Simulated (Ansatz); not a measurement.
Ansatz results at the PBE0-D4/def2-TZVP geometry: HOMO–LUMO gap (PBE0/def2-TZVPP) 7.00 eV; LUMO energy (PBE/def2-TZVPP) -0.95 eV; zero-point energy (PBE0-D4/def2-TZVP) 85.8 kJ/mol.

(1) Which molecule gave them?
A. `C[SiH](O)[SiH3]`
B. `F[Si](F)([SeH])[SeH]`
C. `[SiH3][SeH]`
D. `C[Si](N)(Cl)Cl`

Answers

(1) C. The others give `C[Si](N)(Cl)Cl`: 8.69, -0.17, 175.8; `F[Si](F)([SeH])[SeH]`: 6.83, -1.62, 61.8; `C[SiH](O)[SiH3]`: 7.80, -0.90, 220.8.
